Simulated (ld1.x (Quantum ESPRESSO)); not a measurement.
## How hard is this nickel (Ni) TM potential?

* Element: nickel
* Generator: ld1.x (Quantum ESPRESSO) 7.5
* Type: norm-conserving Troullier–Martins (Kleinman–Bylander form)
* Functional: PBE
* Relativity: scalar-relativistic
* Frozen core: [Ne] 3s2
* Valence charge: 16
* Reference configuration: 3p6 3d8 4s1.5 4p0 (charge +0.5)
* Partial waves: 4s (bound): rc 1.75 bohr; 3d (bound): rc 1.20 bohr; 3p (bound): rc 0.70 bohr
* Local potential: the p channel
* Core correction: none

The pseudo-atom Hamiltonian at the reference potential is diagonalised in spherical Bessel functions j_l(qr) that vanish at 20 bohr, with q² up to the cutoff. All-electron valence levels (Ry): 4s -0.6820, 3d -0.9703, 3p -5.5671, 4p -0.3105.

How do the lowest levels (Ry) of each channel move with the cutoff, and are there ghosts?

| cutoff (Ry) | s #1 | s #2 | s #3 | d #1 | p #1 | p #2 | f #1 | f #2 | Σ f·Δε (mRy) |
| --- | --- | --- | --- | --- | --- | --- | --- | --- | --- |
| 8 | -0.6759 | -0.1139 | 0.0039 | -0.0504 | -1.7592 | -0.1557 | 0.0355 | 0.1457 | 30217.3 |
| 25 | -5.7334 | -0.6811 | -0.1133 | -0.0607 | -4.5309 | -0.2652 | 0.0355 | 0.1457 | 13496.5 |
| 50 | -6.6688 | -0.6819 | -0.1134 | -0.1532 | -5.4833 | -0.3064 | 0.0355 | 0.1457 | 7040.9 |
| 100 | -6.6980 | -0.6820 | -0.1134 | -0.8523 | -5.5481 | -0.3103 | 0.0355 | 0.1457 | 1059.2 |
| 180 | -6.7229 | -0.6820 | -0.1134 | -0.9700 | -5.5662 | -0.3109 | 0.0355 | 0.1457 | 8.4 |
| 400 | -6.7243 | -0.6820 | -0.1134 | -0.9703 | -5.5672 | -0.3110 | 0.0355 | 0.1457 | 0.0 |

Result: ghost state, extra bound levels that the all-electron valence spectrum of the same l lacks: s at -91.5 eV (a true bound ghost makes a file unfit for plane-wave use); 10 mRy is reached at 180 Ry and 1 mRy at over 300 Ry.
